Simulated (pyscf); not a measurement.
•O–BH–OH, doublet

Gas-phase minimum from PySCF at ωB97X-D3(BJ)/def2-SVP, one conformer. •O–BH–OH lies 5.1 kcal/mol over its isomer [HO–B–OH]•, and others may lie lower still (electronic energy, ωB97M-D3(BJ)). 

```xyz
5

O     -0.4532     0.4983     0.9839
B     -1.3386    -0.1156     0.1858
O     -1.1962    -1.3648    -0.3322
H     -2.3270     0.5506    -0.0571
H     -0.3741    -1.7970    -0.0704
```
Charge 0, spin multiplicity 2.

Bonds (Å): O1–B2 1.341, B2–O3 1.360, B2–H4 1.216, O3–H5 0.965. Bond angles (°): O1–B2–O3 125.3, O1–B2–H4 113.9, O3–B2–H4 120.8, B2–O3–H5 113.4.

Properties at ωB97X-D3(BJ)/def2-SVP:

```yaml
harmonic_wavenumbers_unscaled: 378, 573, 854, 927, 1026, 1158, 1451, 2573, 3897 cm⁻¹
zero_point_energy: 18.4 kcal/mol
rotational_symmetry_number: 1
Entropy of this conformer at 298 K and 1 atm, rigid rotor and harmonic oscillator, modes under 100 cm⁻¹ raised to 100: 259.6 J/(mol K)
dipole_moment: 1.26 D
Spin expectation value S2: 0.754
```

Single-point totals, which compare only within one level (frozen core for MP2 and CC):

```json
[
 {"level": "ωB97X-D3(BJ)/def2-TZVP", "total energy (hartree)": "-176.63247"},
 {"level": "PBE/def2-TZVP", "total energy (hartree)": "-176.39516"},
 {"level": "r²SCAN/def2-TZVP", "total energy (hartree)": "-176.50714"},
 {"level": "B3LYP-D3(BJ)/def2-TZVP", "total energy (hartree)": "-176.60709"},
 {"level": "PBE0-D3(BJ)/def2-TZVP", "total energy (hartree)": "-176.39970"},
 {"level": "M06-2X/def2-TZVP", "total energy (hartree)": "-176.52574"},
 {"level": "ωB97M-D3(BJ)/def2-TZVP", "total energy (hartree)": "-176.63599"},
 {"level": "UHF/def2-TZVPP", "total energy (hartree)": "-175.70580"},
 {"level": "MP2/def2-TZVPP", "total energy (hartree)": "-176.22870"},
 {"level": "CCSD/def2-TZVPP", "total energy (hartree)": "-176.25208"},
 {"level": "CCSD(T)/def2-TZVPP", "total energy (hartree)": "-176.27077"}
]
```

The CCSD(T) − MP2 part came from Ansatz, without density fitting, on the same reference.
